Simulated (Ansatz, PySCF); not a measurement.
Torsion H3–B1–S2–H5 in BH3S (SMILES BS); at each angle all else is relaxed with GFN2-xTB, and the levels are single points there.
Geometry at 0° (charge 0, multiplicity 1):
```xyz
5

B     -0.6017    -0.0718     0.0462
S      1.0673    -0.5087     0.3488
H     -1.3865    -0.8865    -0.2373
H     -0.8729     1.0587     0.1433
H      0.9996    -1.8230     0.1520
```
Energies count from the point at 0°.

Frozen-core correlation. CBS(a, b) extrapolates the correlation energy as X⁻³ and adds the Hartree–Fock energy of set b. Rows in 6-31G* carry no dispersion term and start afresh at each structure (6-31G* with six Cartesian d functions).

Run with Ansatz (Gaussian basis) for Hartree–Fock, density functionals and correlated methods; PySCF for 6-31G* rows, the dispersion terms. Values without a source in brackets are computed.

Energies in kcal/mol.

| dihedral (°) | HF/6-31G* | PBE-D4/def2-TZVPP | r2SCAN/def2-TZVPP | M06-2X/6-31G* | wB97X-V/def2-TZVPP | CCSD(T)/CBS(cc-pV(T+d)Z, cc-pV(Q+d)Z) |
|---|---|---|---|---|---|---|
| 0 | 0.00 | 0.00 | 0.00 | 0.00 | 0.00 | 0.00 |
| 30 | 3.30 | 3.17 | 3.29 | 3.23 | 3.23 | 3.19 |
| 60 | 12.05 | 12.15 | 12.50 | 12.17 | 12.12 | 12.01 |
| 90 | 18.25 | 22.27 | 21.92 | 20.56 | 20.27 | 20.29 |
| 120 | 12.67 | 13.47 | 13.75 | 13.16 | 13.10 | 13.12 |
| 150 | 3.69 | 3.72 | 3.84 | 3.71 | 3.69 | 3.69 |
| 180 | 0.00 | 0.00 | 0.00 | 0.00 | 0.00 | 0.00 |
| 210 | 3.69 | 3.72 | 3.84 | 3.71 | 3.69 | 3.69 |
| 240 | 12.67 | 13.47 | 13.74 | 13.17 | 13.10 | 13.12 |
| 270 | 18.25 | 22.27 | 21.91 | 20.56 | 20.27 | 20.29 |
| 300 | 12.05 | 12.15 | 12.50 | 12.17 | 12.12 | 12.01 |
| 330 | 3.29 | 3.17 | 3.29 | 3.23 | 3.23 | 3.19 |

Ansatz is a quantum-chemistry and plane-wave program.
